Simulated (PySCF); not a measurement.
## SMILES c1c(CO)scc1, C₅H₆OS

Molfile (atoms numbered from 1):
```
C5H6OS
     RDKit          3D

 13 13  0  0  0  0  0  0  0  0999 V2000
   -2.4031   -0.5796   -0.7548 O   0  0  0  0  0  0  0  0  0  0  0  0
   -1.7347    0.1048    0.2726 C   0  0  0  0  0  0  0  0  0  0  0  0
   -0.2474   -0.0739    0.2385 C   0  0  0  0  0  0  0  0  0  0  0  0
    0.6675    0.5297   -0.5899 C   0  0  0  0  0  0  0  0  0  0  0  0
    1.9881    0.0311   -0.4206 C   0  0  0  0  0  0  0  0  0  0  0  0
    2.0606   -0.9550    0.5296 C   0  0  0  0  0  0  0  0  0  0  0  0
    0.5233   -1.2711    1.2203 S   0  0  0  0  0  0  0  0  0  0  0  0
   -2.1099   -1.4971   -0.7341 H   0  0  0  0  0  0  0  0  0  0  0  0
   -1.9668    1.1718    0.1368 H   0  0  0  0  0  0  0  0  0  0  0  0
   -2.1168   -0.1772    1.2737 H   0  0  0  0  0  0  0  0  0  0  0  0
    0.3899    1.3084   -1.3021 H   0  0  0  0  0  0  0  0  0  0  0  0
    2.8555    0.3900   -0.9759 H   0  0  0  0  0  0  0  0  0  0  0  0
    2.9400   -1.5004    0.8687 H   0  0  0  0  0  0  0  0  0  0  0  0
  1  2  1  0
  2  3  1  0
  3  4  2  0
  4  5  1  0
  5  6  2  0
  6  7  1  0
  7  3  1  0
  1  8  1  0
  2  9  1  0
  2 10  1  0
  4 11  1  0
  5 12  1  0
  6 13  1  0
M  END
```

Theory: TDDFT CAM-B3LYP/def2-TZVPD excited states, vertical, gas phase (PySCF 2.14.0). Geometry: PBE0-D3(BJ)/def2-SVP.

Question: Give the one- and two-photon strengths of the lowest singlets.

Answer: δ for parallel linear polarisation; σ at the peak of a Lorentzian of half width 0.1 eV, single beam; Ω is circular over linear.
```
state  E (eV)      f  photon λ (nm)  δ (au)  σ (GM)     Ω                                    main
   S1    5.54  0.131            448    6.94    0.08  1.07                          HOMO→LUMO 0.92
   S2    5.76  0.073            431    56.2    0.68  0.85      HOMO−1→LUMO 0.77, HOMO→LUMO+7 0.09
   S3    5.96  0.012            416    17.1    0.22  0.87      HOMO→LUMO+2 0.62, HOMO→LUMO+5 0.13
   S4    6.13  0.001            405    1.68    0.02  1.42  HOMO−1→LUMO+2 0.55, HOMO−1→LUMO+5 0.17
   S5    6.28  0.009            395     121    1.75  1.20                        HOMO→LUMO+1 0.72
   S6    6.68  0.001            371    63.8    1.04  1.50    HOMO−1→LUMO+1 0.57, HOMO→LUMO+5 0.10
```

Among these, the strongest one-photon state is S1, the strongest two-photon state S5, with a dipole change of 3.0 D (relaxed, norm of the difference vector).
